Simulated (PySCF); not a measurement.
Computed IR spectrum (relative IR intensity) of a molecule C4H5Br. Geometry optimised at PBE-D3(BJ)/def2-SVP. One conformer was computed; it need not be the lowest. All values below come from PBE-D3(BJ)/def2-SVP in PySCF 2.14.0. Frequencies are harmonic and unscaled.

Lines under 2 % of the strongest are left out, and lines within 2 cm⁻¹ are merged.

```json
[
 {"ν (cm⁻¹)": "258", "relative intensity": "2.0"},
 {"ν (cm⁻¹)": "418", "relative intensity": "14"},
 {"ν (cm⁻¹)": "538", "relative intensity": "13"},
 {"ν (cm⁻¹)": "652", "relative intensity": "100"},
 {"ν (cm⁻¹)": "679", "relative intensity": "34"},
 {"ν (cm⁻¹)": "830", "relative intensity": "43"},
 {"ν (cm⁻¹)": "871", "relative intensity": "58"},
 {"ν (cm⁻¹)": "1049", "relative intensity": "2.4"},
 {"ν (cm⁻¹)": "1107", "relative intensity": "13"},
 {"ν (cm⁻¹)": "1175", "relative intensity": "77"},
 {"ν (cm⁻¹)": "1329", "relative intensity": "3.6"},
 {"ν (cm⁻¹)": "1361", "relative intensity": "7.6"},
 {"ν (cm⁻¹)": "1401", "relative intensity": "16"},
 {"ν (cm⁻¹)": "1423", "relative intensity": "20"},
 {"ν (cm⁻¹)": "2012", "relative intensity": "41"},
 {"ν (cm⁻¹)": "2965", "relative intensity": "39"},
 {"ν (cm⁻¹)": "3036", "relative intensity": "14"},
 {"ν (cm⁻¹)": "3041", "relative intensity": "7.2"},
 {"ν (cm⁻¹)": "3089", "relative intensity": "13"},
 {"ν (cm⁻¹)": "3129", "relative intensity": "6.5"}
]
```

Problem. Identify the compound among the candidates.
(A) C=CC(=C)Br
(B) C=C/C=C/Br
(C) C=C=C(C)Br
(D) CC=C=CBr

Solution. D, CC=C=CBr
